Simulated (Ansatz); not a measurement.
Geometry optimisation, DFT PBE-D3(BJ), scalar-relativistic, plane waves, PAW (Ansatz).

input.yaml

```yaml
accuracy: low
crystal:
  lattice:
    - [8.706588, 0.0, 0.0]
    - [0.0, 8.706588, 0.0]
    - [0.0, 0.0, 8.706588]
  atoms:
    - { symbol: C, position: [0.468269, 0.8188965, 0.3748279] }
    - { symbol: C, position: [0.4534021, 0.855576, 0.2042718] }
    - { symbol: H, position: [0.4823453, 0.9235512, 0.4426835] }
    - { symbol: H, position: [0.366411, 0.7591971, 0.4174435] }
    - { symbol: H, position: [0.5676081, 0.7454269, 0.3969442] }
    - { symbol: H, position: [0.4393258, 0.7509212, 0.1364162] }
    - { symbol: H, position: [0.354063, 0.9290455, 0.1821555] }
    - { symbol: H, position: [0.5552601, 0.9152754, 0.1616562] }
    - { symbol: C, position: [0.4065815, 0.1781018, 0.7896037] }
    - { symbol: C, position: [0.3720878, 0.107358, 0.6332028] }
    - { symbol: H, position: [0.4288152, 0.3012461, 0.7797902] }
    - { symbol: H, position: [0.3101742, 0.1629015, 0.8685326] }
    - { symbol: H, position: [0.5075698, 0.125153, 0.8420723] }
    - { symbol: H, position: [0.3498541, -0.0157863, 0.6430163] }
    - { symbol: H, position: [0.2710995, 0.1603067, 0.5807342] }
    - { symbol: H, position: [0.4684951, 0.1225583, 0.5542739] }
    - { symbol: C, position: [0.7424125, 0.3376985, 0.7506626] }
    - { symbol: C, position: [0.6453261, 0.4831104, 0.7599009] }
    - { symbol: H, position: [0.6701991, 0.2351122, 0.7466073] }
    - { symbol: H, position: [0.8144852, 0.3377182, 0.6478973] }
    - { symbol: H, position: [0.818027, 0.3272239, 0.8503015] }
    - { symbol: H, position: [0.7175395, 0.5856966, 0.7639561] }
    - { symbol: H, position: [0.5697116, 0.493585, 0.660262] }
    - { symbol: H, position: [0.5732534, 0.4830907, 0.8626661] }
    - { symbol: C, position: [0.8724748, 0.7358405, 0.1504137] }
    - { symbol: C, position: [0.9534725, 0.640491, 0.0279245] }
    - { symbol: H, position: [0.917693, 0.8528753, 0.1540641] }
    - { symbol: H, position: [0.7491973, 0.7432432, 0.1279852] }
    - { symbol: H, position: [0.8875675, 0.6855263, 0.2644131] }
    - { symbol: H, position: [0.9082542, 0.5234562, 0.024274] }
    - { symbol: H, position: [0.9383797, 0.6908052, -0.0860749] }
    - { symbol: H, position: [1.0767499, 0.6330884, 0.050353] }
    - { symbol: O, position: [0.8141831, 0.0972871, 0.9901549] }
    - { symbol: C, position: [0.9147645, 0.0457593, 0.9217096] }
    - { symbol: O, position: [0.9215462, 0.3808313, 0.396758] }
    - { symbol: C, position: [1.0269404, 0.398384, 0.3190378] }
    - { symbol: O, position: [0.4347537, 0.2479184, 0.2408285] }
    - { symbol: C, position: [0.4301922, 0.2406798, 0.1089828] }
    - { symbol: O, position: [0.144698, 0.9833255, 0.4772415] }
    - { symbol: C, position: [0.0921158, 0.9488428, 0.3610411] }
basis:
  ecutwfc: 420.0
kpoints:
  mp_grid: { grid: [1, 1, 1] }
hamiltonian:
  xc: pbe
  dispersion: d3bj
scf:
  occupations: { method: fermi_dirac, width: 0.05 }
  lower_state_search: "off"
relax:
  f_tol: 0.3
  max_steps: 15
  adjacent_minimum: "off"
output:
  write_density: true
  write_potential: true
  elf: true
  volumetric_format: npy
```

Run as:

```bash
$ ansatz run input.yaml --threads 1 --pin off --max-ram 3072MiB --backend cpu --events-out ev --progress --plain --runs-dir out
```

**Question.** Where does it end, and by what steps?

**Answer.** The forces met the threshold. The threshold is loose, so the end isn't yet a minimum. The force dipped under the threshold on the way, but the program's further checks kept it going. Limits of this set-up: coarse k mesh, low accuracy level. After 10 steps the energy has fallen by 1.095 eV; C38 moved furthest, 1.60 Å.

| step | energy less start (eV) | largest force component (eV/Å) | accepted |
| --- | --- | --- | --- |
| 0 | 0.0000 | 2.099 | yes |
| 1 | -0.3530 | 2.112 | yes |
| 2 | -0.5587 | 1.636 | yes |
| 3 | -0.6709 | 3.197 | yes |
| 4 | -0.8588 | 1.108 | yes |
| 5 | -0.9360 | 0.512 | yes |
| 6 | -0.9802 | 0.798 | yes |
| 7 | -1.0320 | 0.348 | yes |
| 8 | -1.0539 | 1.016 | yes |
| 9 | -1.0947 | 0.066 | yes |
| 10 | -1.0947 | 0.066 | yes |

```xyz
40
Lattice="8.7066 0.0000 0.0000 0.0000 8.7066 0.0000 0.0000 0.0000 8.7066" Properties=species:S:1:pos:R:3
C 4.110 6.937 3.020
C 3.871 7.379 1.578
H 4.271 7.799 3.682
H 3.253 6.374 3.416
H 4.992 6.289 3.101
H 3.716 6.518 0.914
H 2.988 8.027 1.492
H 4.728 7.946 1.189
C 3.261 1.450 7.356
C 3.118 1.058 5.887
H 3.423 2.530 7.469
H 2.359 1.187 7.926
H 4.111 0.938 7.830
H 2.953 -0.022 5.777
H 2.269 1.568 5.412
H 4.017 1.317 5.310
C 6.492 3.309 6.206
C 5.572 4.514 6.384
H 5.961 2.367 6.394
H 6.903 3.260 5.190
H 7.340 3.356 6.902
H 6.109 5.460 6.227
H 4.739 4.486 5.668
H 5.141 4.541 7.393
C 7.368 5.958 1.236
C 8.484 5.511 0.299
H 7.435 7.030 1.459
H 6.380 5.775 0.798
H 7.410 5.421 2.194
H 8.410 4.439 0.069
H 8.439 6.051 -0.657
H 9.478 5.688 0.729
O 7.116 0.759 8.818
C 8.096 0.720 8.245
O 8.470 2.968 2.925
C 9.569 3.131 2.692
O 4.522 2.451 2.524
C 4.660 3.187 1.670
O 0.599 7.811 4.006
C 0.614 8.390 3.031
```

Whether the end is a true minimum wasn't checked by a vibrational analysis.

Run time: 43 s on 1 thread of Arm Neoverse V2, with other jobs on the host, peak memory 0.54 GiB.
